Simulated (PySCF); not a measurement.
A GIAO shielding run with PySCF 2.14 (density fitting, non-relativistic, gas phase) on `N([SiH2]CC)(C(C)C)C(C)C`, C8H21NSi:

```
{"job": {"kind": "nmr", "xc": "PBE0", "basis": "pcSseg-1"}, "charge": 0, "multiplicity": 1}
C      2.727860    -0.212439     1.675482
C      2.711333     0.564988     0.364088
Si     1.539628    -0.127387    -0.942232
N     -0.116801    -0.167723    -0.409735
C     -0.932483    -1.375052    -0.313717
C     -1.147533    -2.051412    -1.666582
C     -0.384380    -2.353448     0.721839
C     -0.768179     1.118156    -0.180217
C     -1.880043     1.410227    -1.187028
C     -1.247633     1.281799     1.261351
H      3.024509    -1.262189     1.519193
H      1.730630    -0.228036     2.142280
H      3.429077     0.221489     2.405859
H      2.442451     1.621590     0.541931
H      3.717536     0.592198    -0.092096
H      1.952407    -1.523234    -1.287876
H      1.685320     0.734300    -2.165765
H     -1.925042    -1.055723     0.047685
H     -1.576652    -1.345171    -2.392073
H     -0.193816    -2.419619    -2.076737
H     -1.827714    -2.913403    -1.578624
H     -1.040163    -3.232003     0.827577
H      0.614414    -2.716309     0.431265
H     -0.294220    -1.867018     1.704150
H      0.009635     1.888498    -0.341861
H     -1.496953     1.339019    -2.215854
H     -2.713962     0.697854    -1.083643
H     -2.290701     2.420992    -1.039180
H     -1.674130     2.283486     1.425804
H     -2.029673     0.547044     1.510856
H     -0.413770     1.139531     1.964435
```

Hardware: 1 thread of an Arm Neoverse V1, shared host. The job also computes population analyses, field gradients.

(1) How large is the calculation?

(2) How long does it take?

Answers

(1) 90 electrons, 282 basis functions and 1475 auxiliary functions.

(2) 2.1 min of wall time, with 14 SCF cycles and 4 response iterations. Times on a shared host scatter by some tens of per cent.
